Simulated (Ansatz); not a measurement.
`F[SiH]1C=N1` + HBr → `Br[SiH]1C=N1` + H–F at 500 K and 1 bar (ligand exchange at the Si–F bond).

Program: Ansatz. Geometries: PBE0-D4/def2-TZVP. ΔE: electronic, gas phase. CCSD(T)/CBS is the MP2 limit (def2-TZVPP, def2-QZVPP) plus CCSD(T) − MP2 in def2-TZVPP, frozen cores. This one scheme is used for every species. For Br outer-core shells are correlated without core-valence functions, which leaves a few kJ/mol of doubt a bond. Scalar relativity is left out up to krypton.

```csv
species,CCSD(T)/CBS energy (Eh),H − E (kJ/mol),S (J/(mol·K))
`F[SiH]1C=N1`,-482.82660,110.4,321.6
HBr,-2573.91920,30.5,213.7
`Br[SiH]1C=N1`,-2956.33657,108.0,348.5
H–F,-100.39570,39.4,188.7
```

H − E and S are ideal-gas, rigid-rotor, harmonic terms from PBE0-D4/def2-TZVP, for one conformer and one mirror image of each species. 1 Eh = 2625.50 kJ/mol, R = 8.31446 J/(mol·K).

Q: By hand: ΔE, ΔH, ΔS and ΔG.

A: ΔE = (-2956.33657) + (-100.39570) − (-482.82660) − (-2573.91920) = 0.01353 Eh = 35.5 kJ/mol. Δ(H − E) = 108.0 + 39.4 − 110.4 − 30.5 = 6.5, so ΔH = 42.0 kJ/mol. ΔS = 348.5 + 188.7 − 321.6 − 213.7 = 1.9 J/(mol·K). ΔG = 42.0 − 500 × (1.9)/1000 = 41.0 kJ/mol.

Q: By hand: the equilibrium constant, and the temperature at which ΔG would vanish if ΔH and ΔS stayed fixed.

A: log₁₀ K = −ΔG/(RT ln 10) = -4.3. ΔG = 0 at ΔH/ΔS = 22105 K, far beyond where these terms or the molecules hold.

The number of gas molecules stays the same, so ΔS is small and ΔH decides. A doubt of 5 kJ/mol in ΔE shifts log₁₀ K by 0.5 here. Other conformers and mirror images would add mixing entropy, several J/(mol·K) or more a flexible species. These are equilibria of isolated gas molecules and say nothing of rates. Largest T1 diagnostic: 0.014 (customary marks: 0.02 for closed shells, 0.045 for open ones).
